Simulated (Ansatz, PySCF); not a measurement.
Noncovalent pair: SiH4 (SMILES [SiH4]) (first 5 atoms) with HBr (SMILES Br); geometry from B3LYP-D3(BJ)/def2-TZVP.
(charge 0, multiplicity 1):
```xyz
7

Si     0.2156    -0.2373     0.0107
H      0.8036    -1.5437     0.3764
H     -0.9932    -0.0054     0.8414
H     -0.1808    -0.2386    -1.4145
H      1.1877     0.8467     0.2677
Br    -0.0522    -0.0383     4.1843
H     -0.7137     0.0211     2.9209
```

Interaction energies are E(AB) − E(A) − E(B) at the monomers' geometry in the complex; basis-set methods are counterpoise corrected.

Correlated levels freeze the cores. Filled d and f shells under p-block atoms count as core.

Programs: Ansatz (Gaussian basis) for Hartree–Fock, density functionals and correlated methods; PySCF for the dispersion terms. Each number belongs to the level named beside it.

Predict the interaction energy from PBE0-D4/def2-TZVPPD.

-49 meV

Estimate the interaction energy that B2PLYP/def2-TZVPPD returns for this input.

-9 meV

What interaction energy does CCSD(T)/def2-TZVPPD give?

-28 meV

Ansatz is an electronic-structure program.
